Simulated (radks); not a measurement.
Results of a calculation; reference values are marked as such.
Polarisability of neutral potassium, [Ar] 4s1, at imaginary frequency. Level of theory: non-relativistic Kohn-Sham, exchange-only LDA, spin-polarised, spherical densities, point nucleus; open shells are filled with parallel spins first (a radial shooting solver on a logarithmic mesh with Libxc functionals). Response by self-consistent Sternheimer equations with the Hartree and adiabatic exchange-only LDA kernel.

w (hartree)  alpha1(iw) (bohr^3)  alpha2(iw) (bohr^5)
0.00266                    296.8                 7483
0.0143                     280.9                 7280
0.0360                     216.5                 6326
0.0697                     125.7                 4455
0.118                      63.07                 2566
0.186                      32.01                 1334
0.280                      17.69                673.0
0.413                      10.75                339.0
0.605                      6.942                171.0
0.892                      4.454                85.45
1.35                       2.632                41.24
2.12                       1.345                18.31
3.59                      0.5671                6.913
6.94                      0.1869                1.951
17.5                     0.04021               0.3155

Static values: alpha1 = 297.4 bohr^3 (44.07 angstrom^3; uncoupled 361.8), alpha2 = 7491 bohr^5, alpha3 = 281100 bohr^7. C6 = 4021, C8 = 592300, triple-dipole C9 = 878400 atomic units. One-pole (London) frequency 4 C6 / (3 alpha1^2) = 0.061 hartree, against 0.080 for minus the highest occupied eigenvalue. The dipole shielding factor is 1.000, as the force sum rule N/Z = 1.000 demands. Recommended static value: 289.7 bohr^3 (Schwerdtfeger and Nagle, 2023 table).
